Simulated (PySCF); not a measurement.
CH₅O (cation, charge +1), SMILES C[OH2+], PBE0/def2-SVP optimised geometry.

```
7

C     -0.78    -0.24     0.00
O      0.71    -0.24     0.00
H     -1.07    -0.79     0.90
H     -1.07    -0.79    -0.90
H     -1.13     0.79     0.00
H      1.13     0.12     0.80
H      1.13     0.12    -0.80
```

Density from PBE0/def2-TZVP run with PySCF at that geometry.

Minimum of the electron density along straight lines between bonded atoms, close to the bond critical point (lines longer than 1.1 times the sum of covalent radii, or with two minima, are not listed):

```
bond   length / Å  ρ at the minimum / e bohr⁻³  ∇²ρ there / e bohr⁻⁵  position (fraction from the first atom)
-----  ----------  ---------------------------  --------------------  ---------------------------------------
C1–O2       1.486                        0.194                 -0.06                                     0.33
C1–H3       1.095                        0.287                 -1.05                                     0.67
C1–H4       1.095                        0.287                 -1.05                                     0.67
C1–H5       1.096                        0.287                 -1.04                                     0.66
O2–H6       0.978                        0.337                 -2.44                                     0.83
O2–H7       0.978                        0.337                 -2.44                                     0.83
```
